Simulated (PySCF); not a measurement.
PySCF input for HI2Si, SMILES I[SiH]I (connectivity only; charge and spin as stated), charge +1, multiplicity 1, TDDFT-PBE0/def2-SVPD. Geometry optimised at B3LYP-D3(BJ)/def2-SVP. The multiplicity is an assumed one; other spin states were not compared. The isomer is the one that the SMILES or the coordinates give; other isomers of the formula were not compared. The def2 effective core potentials stand for the cores of I; spin–orbit coupling is left out.

```python
import numpy as np
from pyscf import gto, scf, dft, tdscf

mol = gto.M(
    atom='''
    I     0.00000000   -2.06772397    0.15044425
    Si   -0.00000000   -0.00000000   -0.96452126
    I     0.00000000    2.06772397    0.15044425
    H     0.00000001   -0.00000000   -2.44379316
    ''',
    basis='def2-SVPD',
    ecp={'I': 'def2-svp'},
    charge=1,
    spin=0,
    symmetry=True,
    max_memory=1600,
    verbose=4,
)
mf = dft.RKS(mol, xc='pbe0').density_fit(auxbasis='def2-universal-jkfit')
mf.grids.level = 3
mf.conv_tol = 1e-9
mf.max_cycle = 100
mf.kernel()
mf.grids = dft.Grids(mol).set(level=1).build(with_non0tab=True)  # coarser grid for the response kernel
td = tdscf.TDDFT(mf)
td.singlet = True
td.nstates = 10
td.conv_tol = 1e-4
td.kernel(x0=td.get_init_guess(mf, 15))
td.analyze()
tt = tdscf.TDA(mf)
tt.singlet = False
tt.nstates = 4
tt.conv_tol = 1e-4
tt.kernel(x0=tt.get_init_guess(mf, 9))
tt.analyze(verbose=3)
```

It prints:

```
PySCF version 2.14.0

[INPUT] verbose = 4
[INPUT] num. atoms = 4
[INPUT] num. electrons = 64
[INPUT] charge = 1
[INPUT] spin (= nelec alpha-beta = 2S) = 0
[INPUT] symmetry True subgroup None
[INPUT] Mole.unit = angstrom
[INPUT] Symbol           X                Y                Z      unit          X                Y                Z       unit  Magmom
[INPUT]  1 I      0.000000000000  -2.067723970000   0.150444250000 AA    0.000000000000  -3.907432004498   0.284298429516 Bohr   0.0
[INPUT]  2 Si     0.000000000000   0.000000000000  -0.964521260000 AA    0.000000000000   0.000000000000  -1.822681022720 Bohr   0.0
[INPUT]  3 I      0.000000000000   2.067723970000   0.150444250000 AA    0.000000000000   3.907432004498   0.284298429516 Bohr   0.0
[INPUT]  4 H      0.000000010000   0.000000000000  -2.443793160000 AA    0.000000018897   0.000000000000  -4.618099777485 Bohr   0.0

nuclear repulsion = 250.642135198847
point group symmetry = C2v
symmetry origin: [ 1.56175713e-10  0.00000000e+00 -4.68527139e-09]
symmetry axis x: [-1.0000000e+00 -0.0000000e+00 -1.1422001e-09]
symmetry axis y: [0.00000000e+00 1.00000000e+00 2.22044605e-16]
symmetry axis z: [-1.1422001e-09  0.0000000e+00  1.0000000e+00]
num. orbitals of irrep A1 = 40
num. orbitals of irrep A2 = 13
num. orbitals of irrep B1 = 18
num. orbitals of irrep B2 = 31
number of shells = 40
number of NR pGTOs = 192
number of NR cGTOs = 102
basis = def2-SVPD
ecp = {'I': 'def2-svp'}


******** <class 'pyscf.df.df_jk.DFSymAdaptedRKS'> ********
method = DFSymAdaptedRKS
initial guess = minao
damping factor = 0
level_shift factor = 0
DIIS = <class 'pyscf.scf.diis.CDIIS'>
diis_start_cycle = 1
diis_space = 8
diis_damp = 0
SCF conv_tol = 1e-09
SCF conv_tol_grad = None
SCF max_cycles = 100
direct_scf = False
XC library pyscf.dft.libxc version 7.1.2
    S. Lehtola, C. Steigemann, M. J. T. Oliveira, and M. A. L. Marques,  SoftwareX 7, 1–5 (2018)
XC functionals = pbe0
    C. Adamo and V. Barone,  J. Chem. Phys. 110, 6158 (1999)
    M. Ernzerhof and G. E. Scuseria,  J. Chem. Phys. 110, 5029 (1999)
radial grids:
    Treutler-Ahlrichs [JCP 102, 346 (1995); DOI:10.1063/1.469408] (M4) radial grids

becke partition: Becke, JCP 88, 2547 (1988); DOI:10.1063/1.454033
pruning grids: <function nwchem_prune>
grids dens level: 3
symmetrized grids: True
atomic radii adjust function: <function treutler_atomic_radii_adjust>
small_rho_cutoff = 0
Freeze 0 electrons in irreps []
    64 free electrons in irreps A1 A2 B1 B2
Set gradient conv threshold to 3.16228e-05
Initial guess from minao.
tot grids = 72904
******** <class 'pyscf.df.df.DF'> ********
auxbasis = def2-universal-jkfit
init E= -822.181586277471
HOMO (A1) = -1.13886386048032  LUMO (A1) = -0.962835330738521  gap/eV = 4.78998
cycle= 1 E= -881.642814559921  delta_E= -59.5  |g|= 4.21  |ddm|= 13.8
HOMO (B1) = -0.260359392099279  LUMO (B2) = -0.253131056767942  gap/eV = 0.19669
cycle= 2 E= -873.18203431838  delta_E= 8.46  |g|= 5.46  |ddm|= 17.5
HOMO (A1) = -0.280605288247806  LUMO (A1) = -0.188693275356227  gap/eV = 2.50105
cycle= 3 E= -883.491485933973  delta_E= -10.3  |g|= 1.56  |ddm|= 13.3
HOMO (B2) = -0.470308550726251  LUMO (B1) = -0.416158710876497  gap/eV = 1.47349
cycle= 4 E= -883.816451748984  delta_E= -0.325  |g|=  1.8  |ddm|=    5
HOMO (B2) = -0.454739822469344  LUMO (B1) = -0.331943941385494  gap/eV = 3.34145
cycle= 5 E= -884.989817431078  delta_E= -1.17  |g|= 0.405  |ddm|= 2.57
HOMO (B2) = -0.497852839729312  LUMO (B1) = -0.333570742593253  gap/eV = 4.47034
cycle= 6 E= -885.057380687854  delta_E= -0.0676  |g|= 0.157  |ddm|= 0.974
HOMO (B2) = -0.483869492691259  LUMO (B1) = -0.314102890223648  gap/eV = 4.61958
cycle= 7 E= -885.066619621552  delta_E= -0.00924  |g|= 0.0362  |ddm|= 0.325
HOMO (B2) = -0.483980341757952  LUMO (B1) = -0.314908373471261  gap/eV = 4.60068
cycle= 8 E= -885.067103494426  delta_E= -0.000484  |g|= 0.00645  |ddm|= 0.0617
HOMO (B2) = -0.484166362693971  LUMO (B1) = -0.315412839084924  gap/eV = 4.59202
cycle= 9 E= -885.067118062582  delta_E= -1.46e-05  |g|= 0.00152  |ddm|= 0.0122
HOMO (B2) = -0.484122368744448  LUMO (B1) = -0.315585951684301  gap/eV = 4.58611
cycle= 10 E= -885.06711907185  delta_E= -1.01e-06  |g|= 0.000174  |ddm|= 0.0032
HOMO (B2) = -0.484137381553614  LUMO (B1) = -0.315577472712292  gap/eV = 4.58675
cycle= 11 E= -885.067119083143  delta_E= -1.13e-08  |g|= 5.67e-05  |ddm|= 0.000361
HOMO (B2) = -0.484129364448629  LUMO (B1) = -0.315574884292708  gap/eV = 4.58660
cycle= 12 E= -885.06711908413  delta_E= -9.87e-10  |g|= 4.8e-06  |ddm|= 0.000121
HOMO (B2) = -0.48412985167417  LUMO (B1) = -0.315574997173015  gap/eV = 4.58661
Extra cycle  E= -885.06711908413  delta_E= 2.27e-13  |g|= 3.22e-06  |ddm|= 1.49e-05
converged SCF energy = -885.06711908413
tot grids = 24936


******** <class 'pyscf.tdscf.rks.TDDFT'> for <class 'pyscf.df.df_jk.DFSymAdaptedRKS'> ********
nstates = 10 singlet
deg_eia_thresh = 1.000e-03
wfnsym = None
conv_tol = 0.0001
eigh lindep = 1e-12
eigh level_shift = 0
eigh max_cycle = 100


Excitation energies (eV)
[3.26645304 3.5729158  3.9872953  4.62954887 4.6745424  4.84418032
 4.935025   5.55272515 5.87079208 6.28432468]

** Singlet excitation energies and oscillator strengths **
Excited State   1:   A2      3.26645 eV    379.57 nm  f=0.0000
      32 -> 33        0.70656
Excited State   2:   B1      3.57292 eV    347.01 nm  f=0.0001
      30 -> 33        0.70653
Excited State   3:   B2      3.98730 eV    310.95 nm  f=0.0773
      31 -> 33        0.64560
      32 -> 34       -0.26853
Excited State   4:   A2      4.62955 eV    267.81 nm  f=0.0000
      31 -> 34        0.70555
Excited State   5:   B2      4.67454 eV    265.23 nm  f=0.1012
      28 -> 34        0.10633
      30 -> 35        0.10670
      31 -> 33       -0.24627
      32 -> 34       -0.64486
Excited State   6:   A1      4.84418 eV    255.94 nm  f=0.0000
      29 -> 33        0.35533
      30 -> 34        0.60441
Excited State   7:   A1      4.93503 eV    251.23 nm  f=0.0284
      27 -> 34        0.11118
      29 -> 33       -0.59014
      30 -> 34        0.36027
Excited State   8:   B1      5.55273 eV    223.29 nm  f=0.0085
      29 -> 34        0.70225
Excited State   9:   A2      5.87079 eV    211.19 nm  f=0.0000
      28 -> 33       -0.70498
Excited State  10:   B1      6.28432 eV    197.29 nm  f=0.0003
      27 -> 33        0.70325

** Transition electric dipole moments (AU) **
state          X           Y           Z        Dip. S.      Osc.
  1        -0.0000     -0.0000      0.0000      0.0000      0.0000
  2        -0.0266      0.0000     -0.0000      0.0007      0.0001
  3        -0.0000      0.8898     -0.0000      0.7918      0.0773
  4         0.0000      0.0000     -0.0000      0.0000      0.0000
  5         0.0000     -0.9399     -0.0000      0.8833      0.1012
  6         0.0000      0.0000     -0.0099      0.0001      0.0000
  7         0.0000      0.0000      0.4851      0.2353      0.0284
  8         0.2493     -0.0000      0.0000      0.0622      0.0085
  9        -0.0000     -0.0000     -0.0000      0.0000      0.0000
 10         0.0426      0.0000      0.0000      0.0018      0.0003

WARN: ECP detected. Skipping calculation of transition velocity and magnetic dipole moments, which have not yet been implemented.



******** <class 'pyscf.tdscf.rks.TDA'> for <class 'pyscf.df.df_jk.DFSymAdaptedRKS'> ********
nstates = 4 triplet
deg_eia_thresh = 1.000e-03
wfnsym = None
conv_tol = 0.0001
eigh lindep = 1e-12
eigh level_shift = 0
eigh max_cycle = 100


Excitation energies (eV)
[3.08265471 3.08604952 3.37899114 3.5764649 ]

** Triplet excitation energies and oscillator strengths **
Excited State   1:   B2      3.08265 eV    402.20 nm  f=0.0000
Excited State   2:   A2      3.08605 eV    401.76 nm  f=0.0000
Excited State   3:   B1      3.37899 eV    366.93 nm  f=0.0000
Excited State   4:   A1      3.57646 eV    346.67 nm  f=0.0000
```

The run converged.

Cost: about 60 core-seconds (a rough figure).
